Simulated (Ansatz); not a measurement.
BGeH$_{7}$Si, SMILES `B[SiH2][GeH3]`, relaxed with RKS PBE0-D4/def2-TZVP in Ansatz 0.2.0 from a PBE-D4/def2-SVP geometry. The force threshold is 0.005 eV/Å; the program also tests the step.

Charge 0, multiplicity 1.

Start:

```xyz
10

B    -1.137   -1.490   -0.120
Si   -0.971    0.482   -0.215
Ge    1.405    0.664    0.222
H    -0.935   -2.179   -1.101
H    -1.302   -2.045    0.950
H    -1.658    1.279    0.861
H    -1.204    1.131   -1.554
H     2.231   -0.100   -0.846
H     1.759    0.096    1.622
H     1.813    2.162    0.181
```

Question: How much energy does the relaxation release, and in how many steps? (An estimate is asked.)

Answer: The calculation gave: 2.42 kJ/mol, in 8 steps.

Question: Which bonds change most? (Best estimate.)

Answer: Computed: Si2–Ge3 from 2.423 to 2.400 Å; B1–H5 from 1.216 to 1.196 Å; B1–H4 from 1.216 to 1.195 Å; Si2–H6 from 1.505 to 1.488 Å.

Question: Give the relaxed structure. (Estimate.)

Answer: The calculation gave: 
```xyz
10

B    -1.163   -1.503   -0.121
Si   -0.926    0.466   -0.205
Ge    1.424    0.693    0.223
H    -0.991   -2.183   -1.090
H    -1.368   -2.052    0.921
H    -1.637    1.242    0.848
H    -1.189    1.086   -1.532
H     2.249   -0.055   -0.837
H     1.785    0.127    1.607
H     1.817    2.180    0.187
```
